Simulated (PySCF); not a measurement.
# Relaxation of singlet H₂PtS

Computed with PySCF, PBE0, basis Pt def2-TZVP with ECP60, S def2-TZVP, H def2-TZVP (scalar-relativistic core potentials, no spin–orbit coupling, density fitting). A (50,194) grid was used.

A start displaced from a saddle point along its imaginary mode, of Cs symmetry, held to at least that symmetry:

Coordinates in bohr (charge 0 multiplicity 1):
```
Pt    0.0000   -0.0030   -0.5320
S     0.0000    0.0038    3.3424
H     2.8198    0.2268   -1.5576
H    -2.8198    0.2268   -1.5576
```

Optimiser trace:
| step | E − E(last) (kJ/mol) | largest gradient (Eh/bohr) |
| --- | --- | --- |
| 0 | 61.65 | 0.00551 |
| 1 | 49.74 | 0.01647 |
| 2 | 48.60 | 0.02507 |
| 3 | 43.03 | 0.02084 |
| 4 | 23.76 | 0.01295 |
| 5 | 7.20 | 0.01165 |
| 6 | 2.31 | 0.00360 |
| 7 | 1.14 | 0.00430 |
| 8 | 0.13 | 0.00164 |
| 9 | 0.03 | 0.00186 |
| 10 | 0.00 | 0.00033 |
| 11 | 0.00 | 0.00005 |

It ends at Cs with Pt–H 1.534 Å (×2), Pt–S 2.092 Å; H–Pt–H 84.3°, H–Pt–S 111.7° (×2) (after a last refinement on a finer grid). A frequency run shows a minimum. Other isomers or separated fragments may lie lower.

Final geometry:
```xyz
4
charge 0 multiplicity 1, angstrom
Pt    0.0000   -0.0793   -0.2757
S     0.0000    0.4420    1.7503
H     1.0298    0.7342   -1.0705
H    -1.0298    0.7342   -1.0705
```

No spin–orbit coupling is included, which matters more the heavier the element.

The relaxation took of the order of 50 core-seconds on a shared host.
